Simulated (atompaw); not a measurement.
# La: one change to a PAW (atompaw) potential, before and after

lanthanum, PAW, made with atompaw 4.2.0.5 (LDA (PW92), scalar-relativistic). Core [Xe], reference 4f0 5d1 6s0 6p0 (charge +2). Waves: 6s (bound, empty): rc 3.00 bohr; 6s channel at 1.65 Ry: rc 3.00 bohr; 6p (bound, empty): rc 3.00 bohr; 6p channel at -0.2 Ry: rc 3.00 bohr; 5d (bound): rc 3.00 bohr; 5d channel at 3.35 Ry: rc 3.00 bohr; 4f (bound, empty): rc 1.10 bohr; 4f channel at 1.35 Ry: rc 1.10 bohr. Local part: ultrasoft scheme with l = 4 at 0 Ry, radius 2.45 bohr. Core correction: smooth core density matched at 2.40 bohr. Augmentation charge: besselshape compensation charge, radius 2.65 bohr; PAW radius 3.00 bohr; waves and projectors: custom polynom2 7 10 vanderbiltortho.

All-electron outer shells of the reference configuration (LDA (PW92), scalar-relativistic, ld1.x):

| shell | level (eV) | outermost node (bohr) | outermost maximum (bohr) |
| --- | --- | --- | --- |
| 5s | -51.77 | 0.77 | 1.41 |
| 5p | -35.08 | 0.83 | 1.58 |
| 4f | -17.32 | – | 0.75 |
| 5d | -14.86 | 0.95 | 2.16 |
| 6s | -13.68 | 1.83 | 3.39 |
| 6p | -9.95 | 2.13 | 4.03 |

Change: reference 4f0 5d1 6s2 6p0.

Cutoffs: the cutoffs (Ry, on a coarse ladder) from which the occupation-weighted sum of valence levels, in a spherical-Bessel basis at the reference potential, stays within 10 and 1 mRy of its value at 400 Ry; they do not see the model core or the augmentation charge, which bear on the density cutoff.

**Question.** What does the change do?

**Answer.** The potential gets softer (10 Ry and 25 Ry → 10 Ry and 21 Ry); both files keep a bound ghost (p, s); the range in which the d phases agree widens (upper end 1.5 → at the end of the scan).

```csv
quantity,base,changed
"cutoff, loose",10 Ry,10 Ry
"cutoff, tight",25 Ry,21 Ry
bound ghosts,"s, p","s, p"
s: phases at 3.00 bohr within 0.05 rad from the reference energy up to (Ry; the scan ends near 5),3.0,3.2
p: phases at 3.00 bohr within 0.05 rad from the reference energy up to (Ry; the scan ends near 5),3.4,4.1
d: phases at 3.00 bohr within 0.05 rad from the reference energy up to (Ry; the scan ends near 5),1.5,to the end of the scan
f: phases at 3.00 bohr within 0.05 rad from the reference energy up to (Ry; the scan ends near 5),4.2,4.9
lowest overlap eigenvalue by channel,"s 0.26, p 0.70, d 0.81, f 0.96","s 0.30, p 0.76, d 0.82, f 0.97"
```

Base: The cutoffs count occupied waves only; the empty 4f level needs over 300 Ry at the loose tolerance. A true bound ghost makes a file unfit for plane-wave use even where its test errors are small: the radial tests pick states by their node count and pass the ghost by. The cutoffs see the waves, projectors and local potential, not the compensation charge or the core.
